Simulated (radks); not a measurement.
Problem. The mean radii <r> (bohr) of the occupied orbitals of an atom or ion are listed with their occupations. Method: scalar-relativistic Kohn-Sham, r2SCAN, spin-polarised, spherical densities, finite nucleus; meta-GGA in the generalised Kohn-Sham scheme; Fermi nuclear charge, rms radius of each element as measured or else 0.836 A^(1/3) + 0.57 fm; computed with a radial shooting solver on a logarithmic mesh with Libxc functionals.

| orbital | occ. | <r> |
|---|---|---|
| 1s | 2 | 0.01796 |
| 2s | 2 | 0.07309 |

Name the element and its charge. Open shells, if any, are filled with parallel spins first.

Solution. Z = 75, rhenium, charge +71: Re71+ in [He] 2s2. The 1s radius gives Z: for a bare nucleus <r> = (2 gamma + 1)/(2Z) with gamma = sqrt(1 - (Z/c)^2), 0.01783 bohr for Z = 75, and screening makes it slightly larger (0.01796 here). The occupations add up to 4, and the charge is Z minus that.
